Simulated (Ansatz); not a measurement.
`N#[C][Ga]([F])[F]` + H₂O → `N#CO` + `[F][GaH][F]` at 600 K and 1 bar (formal hydrolysis of a C–Ga bond).

Isolated molecules relaxed with PBE0-D4/def2-TZVP in Ansatz; ΔE leaves out vibrations. CBS: MP2 limit from def2 TZ/QZ plus the TZ coupled-cluster correction, frozen cores. This one scheme is used for every species. For Ga outer-core shells are correlated without core-valence functions, which leaves a few kJ/mol of doubt a bond. Scalar relativity is left out up to krypton. Each species was taken in one conformer, which may not be the lowest.

| species | CCSD(T)/CBS energy (Eh) | H − E (kJ/mol) | S (J/(mol·K)) |
| --- | --- | --- | --- |
| `N#[C][Ga]([F])[F]` | -2216.34654 | 77.5 | 391.3 |
| H₂O | -76.37941 | 76.8 | 212.8 |
| `N#CO` | -168.48100 | 84.3 | 277.2 |
| `[F][GaH][F]` | -2124.20216 | 61.3 | 323.0 |

H − E and S are ideal-gas, rigid-rotor, harmonic terms from PBE0-D4/def2-TZVP, for one conformer and one mirror image of each species. 1 Eh = 2625.50 kJ/mol, R = 8.31446 J/(mol·K).

**Question.** By hand: ΔE, ΔH, ΔS and ΔG.

**Answer.** ΔE = (-168.48100) + (-2124.20216) − (-2216.34654) − (-76.37941) = 0.04279 Eh = 112.3 kJ/mol. Δ(H − E) = 84.3 + 61.3 − 77.5 − 76.8 = -8.7, so ΔH = 103.6 kJ/mol. ΔS = 277.2 + 323.0 − 391.3 − 212.8 = -3.9 J/(mol·K). ΔG = 103.6 − 600 × (-3.9)/1000 = 105.9 kJ/mol.

**Question.** By hand: the equilibrium constant, and the temperature at which ΔG would vanish if ΔH and ΔS stayed fixed.

**Answer.** log₁₀ K = −ΔG/(RT ln 10) = -9.2. ΔH and −TΔS have one sign here, so there is no such temperature. One of them is within its doubt of zero, so this could turn.

The number of gas molecules stays the same, so ΔS is small and ΔH decides. A doubt of 5 kJ/mol in ΔE shifts log₁₀ K by 0.4 here. Other conformers and mirror images would add mixing entropy, several J/(mol·K) or more a flexible species. These are equilibria of isolated gas molecules and say nothing of rates. Largest T1 diagnostic: 0.015 (customary marks: 0.02 for closed shells, 0.045 for open ones).
